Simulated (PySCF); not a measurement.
## How methods differ on the ionisation energy of Gd⁵⁹⁺

Gd⁵⁹⁺ [He] 2s2 2p1 (2P) → Gd⁶⁰⁺ [He] 2s2 (1S), as a difference of total energies. Computed with PySCF 2.14 in an even-tempered Gaussian basis (19 s from 34 bohr⁻², ratio 2.2; 13 p from 44 bohr⁻², ratio 2.2; 5 d from 170 bohr⁻², ratio 2.4; 5 f from 250 bohr⁻², ratio 2.4; 4 g from 380 bohr⁻², ratio 2.4), with the spin-free X2C one-electron Hamiltonian (Gaussian nucleus). Correlated levels: nothing frozen; virtual orbitals above 40 to 60 times the deepest correlated orbital energy dropped. The calculations carry no spin-orbit coupling.

| method | ionisation energy (eV) |
| --- | --- |
| UHF | 13006.4 |
| LDA | 12997.6 |
| PBE | 13008.0 |
| PBE0 | 13007.8 |
| r2SCAN | 13011.0 |
| PBEsol | 13002.4 |
| M06-L | 13010.4 |
| MP2 (all electrons) | 13006.0 |
| SCS-MP2 (all electrons) | 13005.7 |

A first-order spin-orbit estimate (lowest level to lowest level, LS coupling) adds 480.9 eV.

For this ion Breit and QED terms and the two-electron picture change, all absent here, outweigh the differences among the correlated methods.

First order in ζ underestimates the shift of j = l − 1/2 levels at high Z.

For comparison: 13521 ± 7 eV (theoretical estimate listed by NIST; NIST Atomic Spectra Database, ionization energies).
